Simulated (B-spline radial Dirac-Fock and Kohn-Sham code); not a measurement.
**Dipole and non-dipole photoemission parameters of Ti 2p1/2**

System: the free titanium atom, 1s2 2s2 2p6 3s2 3p6 3d2 4s2; threshold 460.2 eV (tabulated edge). Calculated with an atomic code on a B-spline grid, using Dirac-Hartree-Slater photoionisation with a Latter tail; cross sections with all multipoles, angular parameters from the dipole term and its interference with E2.

```tsv
hν (eV)	σ (kb)	β	γ	δ
600	382	1.280	-0.039	0.012
627	346	1.325	-0.019	0.013
655	312	1.360	0.002	0.014
696	271	1.396	0.032	0.015
756	?	?	?	?
800	192	1.445	0.105	0.018
1090	85.1	1.457	0.276	0.024
1910	17.2	1.325	0.589	0.044
2000	15.0	1.309	0.614	0.046
2984.4	4.39	1.146	0.819	0.073
3580	2.46	1.063	0.904	0.090
3840	1.97	1.030	0.936	0.097
6000	0.448	0.820	1.124	0.155
8047.8	0.163	0.687	1.237	0.205
10800	0.0580	0.563	1.345	0.266
11500	0.0463	0.538	1.367	0.280
```

Question: Give the values at 756 eV.

Answer: σ = 221 kb, β = 1.430, γ = 0.074, δ = 0.017.
